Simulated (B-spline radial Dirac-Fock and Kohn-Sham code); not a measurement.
The computed values come from a radial B-spline solver: a relativistic central-field model (Hartree-Slater potential of the initial state, Latter tail, multipole expansion of the photon field, Dirac-Fock thresholds). Kinetic energies are from the vacuum level. Open shells are spread statistically over j, without multiplet splitting. Without correlation, outer binding energies are uncertain by a few eV, most for open f shells.

**Question.** A free atom or ion in its tabulated ground configuration is ionised with 4150 eV photons and gives these photoelectron lines. Identify it and assign the lines.

| kinetic energy (eV) | relative cross section |
| --- | --- |
| 1554.7 | 100.0 |
| 3805.8 | 6.2 |
| 3869.4 | 0.92 |
| 3870.6 | 1.8 |

**Answer.** S⁶⁺, [He] 2s2 2p6. Binding energies are hν less the kinetic energy: 1s 2595.3 eV, 2s 344.2 eV, 2p1/2 280.6 eV, 2p3/2 279.4 eV.

**Question.** A free atom or ion in its tabulated ground configuration is ionised with 3020 eV photons and gives these photoelectron lines. Identify it and assign the lines.

```csv
kinetic energy (eV),relative cross section
45.43,40.6
511.8,71.3
602.6,100.0
2090.6,3.9
2213.4,4.8
2318.1,10.6
2518.8,11.0
2538.3,15.3
2779.3,0.89
2798.3,4.3
2802.4,5.4
2823.7,0.98
2843.5,2.1
2904.4,0.78
2907.0,1.1
```

**Answer.** Hg⁷⁺, [Xe] 4f14 5d5. Binding energies are hν less the kinetic energy: 3p3/2 2974.6 eV, 3d3/2 2508.2 eV, 3d5/2 2417.4 eV, 4s 929.4 eV, 4p1/2 806.6 eV, 4p3/2 701.9 eV, 4d3/2 501.2 eV, 4d5/2 481.7 eV, 5s 240.7 eV, 4f5/2 221.7 eV, 4f7/2 217.6 eV, 5p1/2 196.3 eV, 5p3/2 176.5 eV, 5d3/2 115.6 eV, 5d5/2 113.0 eV.

**Question.** A free atom or ion in its tabulated ground configuration is ionised with Cu Kα (8047.8 eV) photons and gives these photoelectron lines. Identify it and assign the lines.

```tsv
kinetic energy (eV)	relative cross section
4215.8	100.0
7462.2	7.0
7542.9	0.83
7545.8	1.6
```

**Answer.** K⁹⁺, [He] 2s2 2p6. Binding energies are hν less the kinetic energy: 1s 3832.0 eV, 2s 585.6 eV, 2p1/2 504.9 eV, 2p3/2 502.0 eV.
